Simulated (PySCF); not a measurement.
## Telling isomers of C6H9NSi apart by NMR

[PySCF 2.14.0 with density-fitted response routines: σ from GIAO-PBE0/pcSseg-1; coordinates at the GFN2-xTB level; non-relativistic Hamiltonian; one averaged value for each set of equivalent atoms; one computed conformer; gas phase]

Shifts are taken against calculated references (same method and geometry level): $^{1}$H (σref 31.72) and $^{13}$C (σref 186.93) against TMS. Where no couplings were computed, multiplicities follow the n + 1 count of equivalent neighbours, and m marks all less simple cases (inequivalent or close neighbours, rings, F or P nearby). Shifts are as computed. Against solution values, carbons near 30 ppm lie about +3 ppm off and those near 130 ppm about +5 ppm. Of 1211 compounds with measured shifts, 218 miss one by over three times the rms of a fit or turn the order of signals round; such compounds aren't used in these exercises.

(1) Tabulate the signals of `N#C[C@]1(C[SiH3])[C@@H]2C[C@@H]21`, `C=C[Si@H]1C[C@@H](C#N)C1` and their relative energies.

(2) What is the quickest way to tell N#C[C@]1(C[SiH3])[C@@H]2C[C@@H]21 from C=C[Si@H]1C[C@@H](C#N)C1?

Answers

(1) 
```tsv
SMILES	carbon types	δC	δH	E rel. (kcal/mol)
N#C[C@]1(C[SiH3])[C@@H]2C[C@@H]21	2×C 2×CH 2×CH2	125.5, 37.0, 26.0, 16.1, 13.7	3.99 (t, 3H), 2.14 (m, 2H), 1.30 (m, 1H), 1.19 (m, 1H), 1.02 (q, 2H)	27.8
C=C[Si@H]1C[C@@H](C#N)C1	1×C 2×CH 3×CH2	150.1, 138.8, 130.3, 22.8, 19.5	7.16 (m, 1H), 7.13 (m, 1H), 6.67 (m, 1H), 5.07 (m, 1H), 3.15 (m, 1H), 2.14 (m, 2H), 1.68 (m, 2H)	0.0
```

Energies are electronic energies at PBE0/pcSseg-1 on these geometries, without zero-point or thermal terms, each for the one conformer computed, which needn't be the lowest.

(2) Both give the same number of carbon signals, but DEPT or the intensities differ. The first has a three-membered-ring carbon (C) at 37.0 ppm, the second a terminal =CH2 carbon at 150.1 ppm. Their most deshielded carbons lie at 125.5 and 150.1 ppm. In the proton spectra the most deshielded non-exchanging signals are 3.99 (t, 3H) and 7.16 (m, 1H).
